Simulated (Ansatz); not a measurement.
**GaH9Si3: where a starting geometry ends**

The starting geometry of this gas-phase singlet is a saddle point at B3LYP/6-31G*, pushed by 0.25 Å along its imaginary mode; its bonds are those of `[SiH3][Ga]([SiH3])[SiH3]`.

```tsv
atom	x (Å)	y (Å)	z (Å)
Ga	-0.4120	-1.2048	0.2404
Si	-2.0246	0.6226	0.0530
Si	1.9791	-0.7110	0.3213
Si	-1.1800	-3.5264	0.1560
H	-2.0203	1.1270	-1.3692
H	-1.6629	1.7846	0.9364
H	-3.4393	0.2068	0.3997
H	2.7187	-1.6465	1.2419
H	2.2847	0.7026	0.7576
H	2.5370	-0.8911	-1.0712
H	-0.1602	-4.5189	0.6804
H	-1.4561	-3.8823	-1.2753
H	-2.4725	-3.7188	0.9284
```

Question: Predict what becomes of its bonds when it is optimised with B3LYP/6-31G*.

Answer: It keeps its bonds, and is `[SiH3][Ga]([SiH3])[SiH3]`.

The energy falls by 0.03 eV over 24 steps:

```tsv
step	E − E(last) (eV)
1	0.033
4	0.004
6	0.003
9	0.002
11	0.002
14	0.001
16	0.000
19	0.000
21	0.000
24	0.000
```

Final geometry (Å):

```xyz
13

Ga   -0.4089   -1.2047    0.1557
Si   -2.0363    0.6195    0.0308
Si    1.9826   -0.7022    0.2973
Si   -1.1717   -3.5304    0.1347
H    -1.7596    1.4731   -1.1623
H    -1.9182    1.4940    1.2351
H    -3.4534    0.1653   -0.0589
H     2.5598   -1.2967    1.5392
H     2.2980    0.7549    0.3065
H     2.7031   -1.3124   -0.8592
H    -0.0714   -4.5317    0.2314
H    -1.9260   -3.8094   -1.1233
H    -2.1066   -3.7757    1.2725
```

Frequencies at the end are all real (lowest 17 cm⁻¹). Run with Ansatz 0.2.0, 2.2 min on 2 threads of Intel(R) Xeon(R) Platinum 8375C CPU @ 2.90GHz (Ice Lake), on a shared host.
